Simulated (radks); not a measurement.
Values are calculated unless marked as measured or tabulated.
Coulomb parameter of the 4d shell of the cadmium ion Cd+ in the model configuration [Kr] 4d9 5s1 5p1, as a second difference U = [E(n + 1) + E(n - 1) - 2 E(n)] / (1)^2 with all orbitals relaxed. "Bare": the charge of the atom changes with n. "Screened": the 5p shell takes up the change at fixed total charge, which measures U(4d,4d) + U(5p,5p) - 2 U(4d,5p). Code: a radial shooting solver on a logarithmic mesh with Libxc functionals. Model: scalar-relativistic Kohn-Sham, PBEsol, spin-unpolarised, spherical densities, point nucleus.

| case | configuration | E - E(n) (eV) |
|---|---|---|
| start | [Kr] 4d9 5s1 5p1 | 0.000 |
| bare +1 | [Kr] 4d10 5s1 5p1 | -19.639 |
| bare -1 | [Kr] 4d8 5s1 5p1 | 33.152 |
| screened +1 | [Kr] 4d10 5s1 | -15.060 |
| screened -1 | [Kr] 4d8 5s1 5p2 | 18.887 |

U(bare) = 13.513 eV, U(screened by 5p) = 3.827 eV, against the Slater integral F0(4d,4d) = 20.187 eV with frozen orbitals.
